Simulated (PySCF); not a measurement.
Z-matrix (Å, degrees):
```
C
C 1 1.4967
H 2 1.0917 1 113.01
H 2 1.0972 3 107.87 1 122.67
H 2 1.0972 3 107.87 4 114.66
C 1 1.4967 2 115.30 3 -179.99
H 6 1.0917 1 113.01 2 179.99
H 6 1.0972 7 107.87 1 -122.67
H 6 1.0972 7 107.87 8 -114.66
Si 1 1.7161 2 122.35 3 -0.01
H 10 1.4787 1 121.71 2 -179.99
H 10 1.4787 11 116.58 1 180.00
```
Charge 0, multiplicity 1.

### Question
What HOMO, HOMO–LUMO gap, LUMO, dipole moment and total energy does PySCF with PBE-D3(BJ)/def2-TZVP // PBE0-D3(BJ)/def2-TZVP give?

### Answer

```json
{
  "HOMO": "-4.96 eV",
  "HOMO–LUMO gap": "3.20 eV",
  "LUMO": "-1.76 eV",
  "dipole_moment": "0.33 D",
  "total_energy": "-408.3057 Ha"
}
```
